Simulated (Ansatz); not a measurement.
`BOC[SiH2]Br` + HBr → `Br[SiH2]Br` + `BOC`  (ligand exchange at the Si–C bond)

Isolated molecules relaxed with PBE0-D4/def2-TZVP in Ansatz; ΔE leaves out vibrations. CCSD(T)/CBS is the MP2 limit (def2-TZVPP, def2-QZVPP) plus CCSD(T) − MP2 in def2-TZVPP, frozen cores. DFT in def2-TZVPP. For Br outer-core shells are correlated without core-valence functions, which leaves a few kJ/mol of doubt a bond. Scalar relativity is left out up to krypton. Each species was taken in one conformer, which may not be the lowest.

`BOC[SiH2]Br`:

Z-matrix (Å, degrees):
```
C
O 1 1.417
Si 1 1.886 2 110.5
H 1 1.096 2 108.3 3 -119.4
H 1 1.096 2 111.1 3 122.3
B 2 1.344 1 121.9 3 -107.2
Br 3 2.219 1 108.2 2 61.7
H 3 1.480 1 111.3 2 -56.9
H 3 1.483 1 109.5 2 180.0
H 6 1.202 2 120.1 1 -3.8
H 6 1.195 2 116.5 1 177.2
```

HBr:

Z-matrix (Å, degrees):
```
Br
H 1 1.420
```

`Br[SiH2]Br`:

Cartesian coordinates in Å:
```
Br 0.261 2.081 -0.256
Si -0.050 -0.100 -0.133
Br 0.354 -0.834 1.909
H 0.893 -0.758 -1.059
H -1.459 -0.389 -0.461
```

`BOC`:

```xyz
8

B     1.312   -0.243    0.203
O     0.092   -0.061    0.725
C    -1.043    0.188   -0.079
H     1.473   -0.198   -0.989
H     2.205   -0.447    0.972
H    -0.782    0.205   -1.141
H    -1.783   -0.594    0.103
H    -1.474    1.150    0.207
```

Problem. Is it downhill or uphill in electronic energy at CCSD(T)/CBS, and by how much? (Best estimate.)

Solution. Computed: Downhill: ΔE = -104.6 kJ/mol.

Problem. What do these levels give: ωB97X-V, ωB97M-V, PBE, HF/def2-TZVPP, HF/CBS(def2), CCSD/CBS(def2)? (Estimate.)

Solution. Computed: ωB97X-V -101.9, ωB97M-V -102.1, PBE -104.4, HF/def2-TZVPP -116.4, HF/CBS(def2) -116.5, CCSD/CBS(def2) -106.2 kJ/mol.

Largest T1 diagnostic among the species: 0.014.

In def2-TZVPP, CCSD(T) changes the Hartree–Fock value by +17.0 kJ/mol (the triples alone add +1.6 kJ/mol) and MP2 by +10.4 kJ/mol. From PBE to PBE0 (25 % exact exchange), in def2-TZVPP and without D4, ΔE moves by −3.1 kJ/mol. The D4 term adds +6.2 kJ/mol with B3LYP and +3.9 kJ/mol with PBE0; it sums over pairs of atoms, weighted by their polarisabilities, and B3LYP, whose exchange is more repulsive, gets the larger term.

B3LYP here is the variant with VWN-RPA as its local correlation; programs differ in this.
